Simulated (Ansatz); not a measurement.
```yaml
crystal:
  periodic: [false, false, false]
  atoms:
    - {symbol: B, position_ang: [-1.927742, 0.138345, 2.713261]}
    - {symbol: N, position_ang: [-0.204562, -1.242173, 1.177155]}
    - {symbol: B, position_ang: [0.538001, -3.737026, 1.879853]}
    - {symbol: Si, position_ang: [1.139687, -0.054933, -1.658696]}
    - {symbol: C, position_ang: [0.072552, 3.215092, -2.369083]}
    - {symbol: H, position_ang: [-2.558232, 2.231277, 2.127267]}
    - {symbol: H, position_ang: [-2.732443, -0.824486, 4.592070]}
    - {symbol: H, position_ang: [-0.283842, -4.670456, 3.764126]}
    - {symbol: H, position_ang: [1.990235, -4.868018, 0.553276]}
    - {symbol: H, position_ang: [3.932387, -0.134577, -1.372715]}
    - {symbol: H, position_ang: [0.415298, -1.797607, -3.738835]}
    - {symbol: H, position_ang: [0.603326, 4.531771, -0.871818]}
    - {symbol: H, position_ang: [0.964027, 3.844469, -4.124048]}
    - {symbol: H, position_ang: [-1.973260, 3.313139, -2.617389]}
basis:
  gaussian: {orbitals: cc-pVTZ}
hamiltonian: {xc: {name: B3LYP5}, pseudopotentials: {relativity: none}}
```

```sh
$ ansatz run in.yaml --threads 4 --pin off --events-out ev --progress --plain --max-ram 10444MiB
```

Output, abridged:

```
Functional definition: B3LYP5
1587 factors; their error is unknown
mean field evaluation 1: about -11823.1326 eV, gradient 1.0e2 eV
mean field evaluation 2: about -11525.3114 eV, gradient 1.4e2 eV
mean field evaluation 4: about -11646.9787 eV, gradient 1.9e2 eV
mean field evaluation 8: about -11855.4140 eV, gradient 2.7e0 eV
mean field evaluation 16: about -11855.6031 eV, gradient 2.9e0 eV
mean field evaluation 32: about -11852.8879 eV, gradient 3.0e1 eV
mean field evaluation 64: about -11855.1320 eV, gradient 1.2e1 eV
mean field evaluation 96: about -11855.4041 eV, gradient 7.7e0 eV
mean field evaluation 128: about -11855.0883 eV, gradient 2.5e0 eV
mean field -11855.63866136 eV, -435.6866847644 hartree, gradient 5.1e-6 eV, S^2 0.000000; 16 other end points of the search recorded, 0 dependent functions left out
reference -11855.63914154 eV, -435.6867024107 hartree; 23, 23 occupied and 257, 257 virtual orbitals, 1587 factors
Total energy: -11855.63914154 eV, -435.6867024107 hartree
```

In this input the coordinates are in bohr but typed as ångström. The calculation finished and met its thresholds. The result belongs to that input, not to the molecule as meant.
